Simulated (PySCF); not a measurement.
germylsulfanylgermane (Ge2H6S), SMILES [GeH3][S][GeH3]. Atoms are numbered in the order given.

```xyz
9

Ge     1.6927    -0.2467     0.0442
S      0.0036    -0.4092    -1.4312
Ge    -1.6999     0.2000    -0.0958
H      2.9611    -0.6345    -0.7347
H      1.7996     1.1980     0.5750
H      1.4630    -1.2114     1.2261
H     -1.8184    -0.7738     1.0951
H     -2.9593     0.1366    -0.9766
H     -1.4766     1.6321     0.4332
```

Coordinates come from a B3LYP-D3(BJ)/def2-SVP optimisation.

All values below come from PBE/def2-TZVP in PySCF.

ESP charges are fitted to the potential on shells at 1.4 to 2.0 van der Waals radii. Atomic charges (e):

```json
[
 {"atom": "Ge1", "ESP fit": "0.07", "Mulliken": "0.13", "meta-Löwdin": "0.29"},
 {"atom": "S2", "ESP fit": "-0.20", "Mulliken": "-0.36", "meta-Löwdin": "-0.35"},
 {"atom": "Ge3", "ESP fit": "0.07", "Mulliken": "0.13", "meta-Löwdin": "0.29"},
 {"atom": "H4", "ESP fit": "0.03", "Mulliken": "0.02", "meta-Löwdin": "-0.03"},
 {"atom": "H5", "ESP fit": "0.00", "Mulliken": "0.01", "meta-Löwdin": "-0.04"},
 {"atom": "H6", "ESP fit": "0.00", "Mulliken": "0.01", "meta-Löwdin": "-0.04"},
 {"atom": "H7", "ESP fit": "0.00", "Mulliken": "0.01", "meta-Löwdin": "-0.04"},
 {"atom": "H8", "ESP fit": "0.03", "Mulliken": "0.02", "meta-Löwdin": "-0.03"},
 {"atom": "H9", "ESP fit": "0.00", "Mulliken": "0.01", "meta-Löwdin": "-0.04"}
]
```
